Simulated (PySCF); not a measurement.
**Computed properties of Sn(Cl)2(OH)(NH2) (Cl₂H₃NOSn), SMILES [Sn]([Cl])([Cl])([NH2])[OH]**

Cl₂H₃NOSn, SMILES [OH][Sn]([Cl])([NH2])[Cl]. Geometry: B3LYP-D3(BJ)/def2-SVP. The structure was generated by enumeration; whether it is a known compound was not checked. The def2 effective core potentials stand for the cores of Sn; spin–orbit coupling is left out. Other conformers were not sampled. All values are computed for the isolated molecule unless a solvent is named; none is compared with measurement here.

**Structure.** All 18 harmonic modes at B3LYP-D3(BJ)/def2-SVP (PySCF) are real, so it is a minimum. With heavy atoms numbered as in [NH2:1][Sn:2]([OH:3])([Cl:4])[Cl:5], the shortest bond between them is Sn2–O3 at 1.975 Å and the longest Sn2–Cl5 at 2.360 Å.

**Vibrations.** The strongest infrared lines (harmonic, unscaled, degenerate partners summed) lie at 543 cm⁻¹ (117 km/mol, N 65 %, H 27 %), 192 cm⁻¹ (93 km/mol, H 44 %, O 43 %), 3818 cm⁻¹ (83 km/mol, H 94 %). The softest mode is at 47 cm⁻¹ and the zero-point energy is 25.3 kcal/mol.

**Electronic structure.** M06-2X/def2-TZVP (PySCF) places the frontier levels at -9.94 and -1.35 eV, a gap of 8.59 eV, and gives a dipole moment of 1.42 D and a mean polarisability of 71.3 bohr³. PBE/def2-TZVP (PySCF) at the same geometry gives -7.02 and -3.34 eV, so its gap is 4.91 eV narrower. An orbital gap is neither the optical nor the fundamental gap.

**Excitations.** TDA-CAM-B3LYP/def2-SVPD (PySCF) has S1 at 5.11 eV (243 nm, f = 0.050, weak); the most intense of the 10 singlets computed lies at 7.26 eV (f = 0.17). T1 (TDA) is at 4.39 eV, 0.72 eV under S1. TDA-PBE/def2-SVPD (PySCF) puts S1 at 3.94 eV. No vertical singlet excitation falls in the visible range (under 3.1 eV).
